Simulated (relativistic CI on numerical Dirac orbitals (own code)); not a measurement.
d1 to d9 in one octahedral field

Computed with a parametric ligand-field model without spin-orbit coupling, by exact diagonalisation: B = 370, C = 1540, 10Dq = 21200 cm⁻¹ (Oh; |10Dq|/B = 57.3) for every shell. Energies in cm⁻¹; the field energy is (0.6 n_e − 0.4 n_t2) × 10Dq of the ground term; g labels are left out. So small a B with so large a field is typical of 4d and 5d ions, where spin-orbit coupling, left out here, reaches 1,000 to 4,000 cm⁻¹.

```
Shell  Ground term  Electrons in e  Field energy  First spin-allowed bands  Lowest term of other spin
   d1          2T2           0.000         -8480                  2E 21200                           
   d2          3T1           0.008        -16791      3T2 20289, 3T1 24929                   1T2 5421
   d3          4A2           0.000        -25440      4T2 21200, 4T1 25368                    2E 7570
   d4          3T1           0.013        -33650       3E 19678, 3T1 20059                   1T2 4688
   d5          2T2           0.024        -41881      2A2 19124, 2T1 19256                  4T1 13744
   d6          1A1           0.019        -50482      1T1 20043, 1T2 25383                  3T1 16799
   d7            ?               ?             ?                         ?                          ?
   d8          3A2           2.000        -25440      3T2 21200, 3T1 25368                    1E 6002
   d9           2E           3.000        -12720                 2T2 21200
```

Problem. Fill in the row of d7.

Solution. Ground term: 2E; Electrons in e: 1.012; Field energy: -37900; First spin-allowed bands: 2T1 19956, 2T2 20346; Lowest term of other spin: 4T1 13686. Low spin: d4, d5, d6, d7; the other shells keep the spin of the free ion. Only d4 to d7 can choose; the field needed to pair spins is smallest for d6 and largest for d5, which loses most exchange energy. In the strong-field picture 10Dq must exceed about 6B + 5C = 9920 (d4), 7.5B + 5C = 10475 (d5), 2.5B + 4C = 7085 (d6) and 4B + 4C = 7640 (d7); mixing of terms shifts these bounds somewhat.
